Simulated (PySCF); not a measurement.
A TDDFT job was run through a driver script with this input:

```
{"job": {"kind": "uv", "xc": "PBE0", "basis": "def2-SVPD", "nstates": 8, "ntriplets": 3}, "charge": 0, "multiplicity": 1}
C      2.986556    -0.588918    -0.901525
C      2.361670    -0.131503     0.018497
P      1.602657     0.523328     1.477225
C      0.603793     1.850310     0.613614
C     -0.574175     1.147509     0.012437
C     -0.832985    -0.087944     0.424064
Si    -2.266568    -1.162069    -0.138183
C      0.118028    -0.617639     1.462230
H      3.493780    -0.985681    -1.732530
H      0.274056     2.594457     1.348445
H      1.212889     2.370367    -0.129579
H     -1.179360     1.671228    -0.712126
H     -3.067378    -0.421361    -1.111533
H     -3.079693    -1.504281     1.033105
H     -1.736592    -2.391971    -0.732779
H     -0.356579    -0.610207     2.449658
H      0.432903    -1.643595     1.258534
```

Computed, not measured: TDDFT PBE0/def2-SVPD, vertical, gas phase, core orbitals frozen in the response in PySCF 2.14.0, density-fitted response routines. Job line and output are in the format of a driver script around the code.

Problem. Give the output.

Solution. 
```
coarse grid: 15344 points
cycle   1  E = -863.7548431051  dE =  9.250e-01  |g| = 4.275e-01  |ddm| = 8.039e+00
cycle   2  E = -863.7372455920  dE =  1.760e-02  |g| = 4.922e-01  |ddm| = 2.201e+00
cycle   3  E = -863.8030378203  dE = -6.579e-02  |g| = 9.938e-02  |ddm| = 1.121e+00
cycle   4  E = -863.8048037856  dE = -1.766e-03  |g| = 5.669e-02  |ddm| = 2.905e-01
cycle   5  E = -863.8055940239  dE = -7.902e-04  |g| = 1.506e-02  |ddm| = 1.026e-01
cycle   6  E = -863.8056533840  dE = -5.936e-05  |g| = 4.301e-03  |ddm| = 4.309e-02
cycle   7  E = -863.8056582192  dE = -4.835e-06  |g| = 1.428e-03  |ddm| = 1.129e-02
final grid: 139448 points
cycle   8  E = -863.9159737775  dE = -2.978e-05  |g| = 8.028e-03  |ddm| = 1.551e-01
cycle   9  E = -863.9159553976  dE =  1.838e-05  |g| = 1.148e-02  |ddm| = 3.715e-02
cycle  10  E = -863.9159910847  dE = -3.569e-05  |g| = 1.644e-03  |ddm| = 2.196e-02
cycle  11  E = -863.9159917687  dE = -6.840e-07  |g| = 4.131e-04  |ddm| = 3.731e-03
cycle  12  E = -863.9159918087  dE = -3.998e-08  |g| = 1.625e-04  |ddm| = 1.004e-03
cycle  13  E = -863.9159918148  dE = -6.132e-09  |g| = 6.187e-05  |ddm| = 3.955e-04
cycle  14  E = -863.9159918158  dE = -9.475e-10  |g| = 1.808e-05  |ddm| = 1.690e-04
converged SCF energy = -863.9159918158

Static polarisability (au): isotropic 117.669, principal 102.816 116.176 134.015

Singlet excitations
state   eV       nm        f      main configurations
  1   5.0879    243.7   0.00352   H->L 0.92
  2   5.7737    214.7   0.00560   H->L+2 0.83
  3   5.9048    210.0   0.04732   H->L+1 0.68, H-2->L 0.18
  4   6.0120    206.2   0.03258   H-1->L 0.82, H-1->L+2 0.13
  5   6.3451    195.4   0.00853   H->L+3 0.39, H-2->L 0.19, H->L+1 0.19
  6   6.4838    191.2   0.00290   H-1->L+1 0.76, H->L+3 0.19
  7   6.5166    190.3   0.00582   H-2->L+1 0.59, H-2->L+3 0.17
  8   6.6702    185.9   0.11270   H-2->L 0.49, H->L+3 0.18, H-2->L+2 0.10

Triplet excitations (Tamm-Dancoff, eV): 4.1129 4.5666 4.7614
```

Geometry: GFN2-xTB, one conformer, isolated molecule.

The SCF starts on a coarse grid; the energy jumps when the final grid takes over, and dE counts afresh there. H and L stand for HOMO and LUMO.
